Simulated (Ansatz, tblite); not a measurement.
Cost and result up the ladder for Sn₉H₁₅ (24 atoms). Charge 0, multiplicity 2. Geometry: PBE-D4/def2-SVP.

```tsv
atom	x (Å)	y (Å)	z (Å)
Sn1	1.086	2.727	-1.177
Sn2	-1.806	-0.611	-2.559
Sn3	2.349	-1.712	-0.928
Sn4	1.702	0.652	2.895
Sn5	-1.340	-2.588	1.659
Sn6	0.884	0.205	-2.415
Sn7	0.231	2.616	1.497
Sn8	-2.942	-0.964	-0.012
Sn9	1.416	-1.920	1.740
H10	0.146	3.889	-2.061
H11	2.736	3.263	-1.223
H12	-2.728	0.558	-3.456
H13	-1.898	-2.111	-3.430
H14	4.032	-1.279	-0.943
H15	2.235	-3.246	-1.736
H16	3.377	1.112	2.876
H17	1.214	0.634	4.563
H18	-1.499	-4.227	1.101
H19	-1.999	-2.555	3.269
H20	1.542	0.308	-4.030
H21	0.379	4.170	2.264
H22	-1.448	2.177	1.534
H23	-4.519	-1.682	-0.166
H24	-3.151	0.585	0.737
```

Ansatz on 2 threads of AMD EPYC 7R13 on a shared host and a share (18 GiB) of an NVIDIA H100 80GB HBM3; xTB runs through tblite on one thread. Times are rough, summed over both states, and most runs start from the orbitals of an earlier one. PBE0-D4/def2-TZVP serves as the yardstick here, not as an exact answer. The other state is a singlet.

In the def2 sets Sn takes a core potential; there is no spin–orbit coupling. The xTB rows come from tblite. Single mean-field runs in def2-TZVP are fitted with def2-universal-jkfit.

Raw xTB energies of ions are shifted by several eV, and xTB has no spin-polarisation term.

```json
{"level": "B97M-V/def2-TZVP", "functions": "540", "vertical IE (eV)": "6.87", "difference from PBE0-D4/def2-TZVP (eV)": "-0.13"}
{"level": "PBE-D4/def2-TZVP", "functions": "540", "vertical IE (eV)": "6.78", "difference from PBE0-D4/def2-TZVP (eV)": "-0.22"}
{"level": "GFN2-xTB", "functions": "96", "vertical IE (eV)": "11.70", "difference from PBE0-D4/def2-TZVP (eV)": "4.70"}
{"level": "PBE0-D4/def2-TZVP (with forces)", "functions": "540", "vertical IE (eV)": "7.00", "difference from PBE0-D4/def2-TZVP (eV)": "0.00"}
{"level": "GFN1-xTB", "functions": "111", "vertical IE (eV)": "11.59", "difference from PBE0-D4/def2-TZVP (eV)": "4.60"}
```

Question: Estimate how long each takes.

Answer: GFN1-xTB 0.14 s; GFN2-xTB 0.16 s; PBE0-D4/def2-TZVP (with forces) 21 s; PBE-D4/def2-TZVP 24 s; B97M-V/def2-TZVP 26 s. On shared hardware such times vary by a factor of up to 3.
